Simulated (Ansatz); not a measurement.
Compare A (`C[B]1[O][GeH2]1`) with its isomer B (`[BH2][GeH]1[CH2][O]1`).

Computed with Ansatz on PBE0-D4/def2-TZVP structures; ΔE is electronic, products minus reactants. CCSD(T)/CBS is the MP2 limit (def2-TZVPP, def2-QZVPP) plus CCSD(T) − MP2 in def2-TZVPP, frozen cores. Functionals use def2-TZVPP. B3LYP here is the variant with VWN-RPA as its local correlation; programs differ in this. For Ge outer-core shells are correlated without core-valence functions, which leaves a few kJ/mol of doubt a bond. Scalar relativity is left out up to krypton.

Question: Which is lower in electronic energy at CCSD(T)/CBS, and by how much? (An estimate is asked.)

Answer: Computed: A, by 271.2 kJ/mol.

Question: Give E(B) − E(A) in kJ/mol with LDA (SPW92), CCSD/def2-TZVPP, r2SCAN-D4, CCSD(T)/def2-SVP, B3LYP, BLYP-D4, MP2/def2-TZVPP. (An estimate is asked.)

Answer: The calculation gave: LDA (SPW92) 280.8, CCSD/def2-TZVPP 274.3, r2SCAN-D4 276.3, CCSD(T)/def2-SVP 299.4, B3LYP 278.0, BLYP-D4 272.0, MP2/def2-TZVPP 278.9. None reverses the order clearly.

Question: Does the order hold for the free energy at 298.15 K (harmonic terms from PBE0-D4)? (An estimate is asked.)

Answer: Ansatz gave: Yes: G(B) − G(A) = +269.2 kJ/mol.

Largest T1 diagnostic: 0.018.

From BLYP to BHLYP (50 % exact exchange), in def2-TZVPP and without D4, E(B) − E(A) moves by +9.2 kJ/mol. Leaving LDA and LC-ωPBE aside and taking each functional with its dispersion term where it has one, the values, not all of them listed here, spread over 18.9 kJ/mol, from revPBE-D4 to ωB97M-V. LDA lies +10.2 kJ/mol from PBE without D4.
